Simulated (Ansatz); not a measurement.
BiF₂, doublet, at a GFN2-xTB geometry (such geometries of metal compounds can be far from the true shape) (the spin is typed, not shown lowest) (core potentials on Bi), atoms displaced at random by about 0.1 Å a coordinate. Base run: PBE/def2-SVP run with Ansatz (a program for electronic structure).

Ansatz was given this input:
Ansatz 0.2 input:
```yaml
crystal:
  periodic: [false, false, false]
  atoms:
    - {symbol: Bi, position_ang: [0.24250484, -0.01618953, 0.24565848]}
    - {symbol: F, position_ang: [-1.22929732, 0.69659695, -1.39768658]}
    - {symbol: F, position_ang: [-0.91017350, -1.57765077, 0.49273875]}
basis:
  gaussian:
    orbitals: def2-SVP
hamiltonian:
  xc: pbe
magnetization: {spin_polarized: true, initial_magnetization: 1}
relax: {}
```

Variants of this job, named by their change:

| change | ΔE vs base (kcal/mol) | optimiser steps |
|---|---|---|
| base | 0.000 | 5 |
| relax = f_tol: 0.05 | 0.003 | 4 |
| relax = max_displacement: 0.5 | 0.000 | 5 |
| relax = max_displacement: 0.02 | 0.000 | 12 |
| relax = escape_saddle: false | 0.000 | 5 |
| relax = f_tol: 0.002 | 0.000 | 6 |
| relax = f_tol: 0.0005 | 0.000 | 6 |
